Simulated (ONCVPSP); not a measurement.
## Reading a pseudo-wave (Si)

Columns: radius, all-electron u(r) and pseudo u(r) of the 2p shell (level -95.56 eV) of silicon in the configuration [He] 2s2 2p6 3s2 3p2; PBE, scalar-relativistic, ONCV scheme, ONCVPSP 4.0.1.

```json
{"r (bohr)": "0.053", "all-electron": "0.1709", "pseudo": "0.0499"}
{"r (bohr)": "0.105", "all-electron": "0.4764", "pseudo": "0.1873"}
{"r (bohr)": "0.158", "all-electron": "0.7773", "pseudo": "0.3961"}
{"r (bohr)": "0.210", "all-electron": "1.0104", "pseudo": "0.6391"}
{"r (bohr)": "0.262", "all-electron": "1.1719", "pseudo": "0.8875"}
{"r (bohr)": "0.315", "all-electron": "1.2683", "pseudo": "1.1144"}
{"r (bohr)": "0.368", "all-electron": "1.3075", "pseudo": "1.2877"}
{"r (bohr)": "0.420", "all-electron": "1.3038", "pseudo": "1.3908"}
{"r (bohr)": "0.473", "all-electron": "1.2686", "pseudo": "1.4244"}
{"r (bohr)": "0.525", "all-electron": "1.2129", "pseudo": "1.3953"}
{"r (bohr)": "0.578", "all-electron": "1.1425", "pseudo": "1.3177"}
{"r (bohr)": "0.630", "all-electron": "1.0655", "pseudo": "1.2100"}
{"r (bohr)": "0.683", "all-electron": "0.9835", "pseudo": "1.0854"}
{"r (bohr)": "0.735", "all-electron": "0.9027", "pseudo": "0.9635"}
{"r (bohr)": "0.788", "all-electron": "0.8221", "pseudo": "0.8507"}
{"r (bohr)": "0.840", "all-electron": "0.7462", "pseudo": "0.7563"}
{"r (bohr)": "0.893", "all-electron": "0.6732", "pseudo": "0.6754"}
{"r (bohr)": "0.945", "all-electron": "0.6063", "pseudo": "0.6065"}
{"r (bohr)": "0.998", "all-electron": "0.5432", "pseudo": "0.5431"}
{"r (bohr)": "1.050", "all-electron": "0.4864", "pseudo": "0.4863"}
{"r (bohr)": "1.102", "all-electron": "0.4344", "pseudo": "0.4344"}
{"r (bohr)": "1.155", "all-electron": "0.3864", "pseudo": "0.3863"}
{"r (bohr)": "1.208", "all-electron": "0.3430", "pseudo": "0.3429"}
{"r (bohr)": "1.260", "all-electron": "0.3048", "pseudo": "0.3047"}
{"r (bohr)": "1.313", "all-electron": "0.2698", "pseudo": "0.2698"}
{"r (bohr)": "1.365", "all-electron": "0.2393", "pseudo": "0.2392"}
```

Task: How many radial nodes do the two functions have?

Result: The all-electron 2p function has n − l − 1 = 0; the pseudo-wave has 0.

Task: At about which radius was the pseudo-wave matched?

Result: 1.05 bohr. The columns agree to 0.0005 from 0.94 bohr on; several derivatives are matched, so the curves merge somewhat inside the radius.

Task: Is the pseudo-wave norm-conserving?

Result: Yes: the ONCV scheme keeps the norm inside the radius equal to the all-electron one, which fixes the energy derivative of the logarithmic derivative at the level.
